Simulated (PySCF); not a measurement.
H12N4Zn, SMILES [NH3]->[Zn+2](<-[NH3])(<-[NH3])<-[NH3], charge +2. Atoms are numbered in the order given.

```xyz
17

Zn     0.0000     0.0000     0.0000
N      1.1957    -1.1957     1.1957
H      1.8195    -0.6697     1.8195
H      1.8195    -1.8195     0.6697
H      0.6697    -1.8195     1.8195
N     -1.1957    -1.1957    -1.1957
H     -1.8195    -0.6697    -1.8195
H     -1.8195    -1.8195    -0.6697
H     -0.6697    -1.8195    -1.8195
N     -1.1957     1.1957     1.1957
H     -0.6697     1.8195     1.8195
H     -1.8195     0.6697     1.8195
H     -1.8195     1.8195     0.6697
N      1.1957     1.1957    -1.1957
H      1.8195     1.8195    -0.6697
H      0.6697     1.8195    -1.8195
H      1.8195     0.6697    -1.8195
```
Charge +2, spin multiplicity 1.

Geometry optimised at ωB97X-D3(BJ)/def2-SVP. The isomer is the one that the SMILES or the coordinates give; other isomers of the formula were not compared.

The numbers are results of M06-2X/def2-TZVP in PySCF, not measurements.

Isolated molecule, no solvent.

Task: Estimate the frontier levels, gap, dipole moment and polarisability. (Estimate from the structure and the level; the computed values follow.)

Result: 
```
Item                                                              Result
------------------------------------------------  ----------------------
highest occupied level                                         -20.11 eV
lowest empty level                                              -8.00 eV
orbital gap                                                     12.11 eV
dipole moment about the centre of nuclear charge                  0.00 D
mean static polarisability                          49.4 bohr³ (7.31 Å³)
polarisability, principal values                  49.4, 49.4, 49.4 bohr³
```
